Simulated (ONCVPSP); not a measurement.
ruthenium: excitation energies, all-electron against ONCV

```json
{"Element": "Ru (Z = 44)", "Generator": "ONCVPSP 4.0.1", "Type": "optimised norm-conserving Vanderbilt (ONCV)", "Functional": "PBEsol", "Relativity": "scalar-relativistic", "Frozen core": "[Ar] 3d10", "Valence charge": "16", "Reference configuration": "4s2 4p6 4d7 5s1", "Partial waves": "4s+5s: rc 2.00 bohr, ncon 4, nbas 7, qcut 7.6 1/bohr, 2 projectors; 4p: rc 1.80 bohr, ncon 5, nbas 8, qcut 6.1 1/bohr, 2 projectors, debl 0.3 Ha; 4d: rc 2.25 bohr, ncon 5, nbas 10, qcut 7.3 1/bohr, 2 projectors, debl 3.6 Ha", "Local potential": "polynomial inside 1.75 bohr (lpopt 1, dvloc0 0 Ha)", "Core correction": "Teter function, fcfact 4.75, rcfact 1.75"}
```

In the p channel the program set the typed energies aside and used -1.704, 0.250 Ha.

Energies are relative to the spin-unpolarised reference configuration 4s2 4p6 4d7 5s1; without spin polarisation the order of configurations can differ from experiment.

Problem. Give the all-electron excitation energy and the error of the potential for: 4s2 4p6 4d7 5s0; 4s2 4p6 4d6 5s0; 4s2 4p6 4d5 5s0; 4s2 4p6 4d7 5s0 5p1.

Solution.

| valence configuration | charge | ΔE all-electron (eV) | error AE − PS (meV) |
| --- | --- | --- | --- |
| 4s2 4p6 4d7 5s0 | +1 | 7.300 | -2.4 |
| 4s2 4p6 4d6 5s0 | +2 | 25.484 | -1.6 |
| 4s2 4p6 4d5 5s0 | +3 | 56.094 | +18 |
| 4s2 4p6 4d7 5s0 5p1 | 0 | 3.520 | -1.3 |

Levels in the configuration 4s2 4p6 4d6 5s0:

```json
{"level": "4s", "all-electron (eV)": "-96.426", "pseudo (eV)": "-96.446"}
{"level": "4p", "all-electron (eV)": "-66.359", "pseudo (eV)": "-66.363"}
{"level": "4d", "all-electron (eV)": "-24.129", "pseudo (eV)": "-24.122"}
```
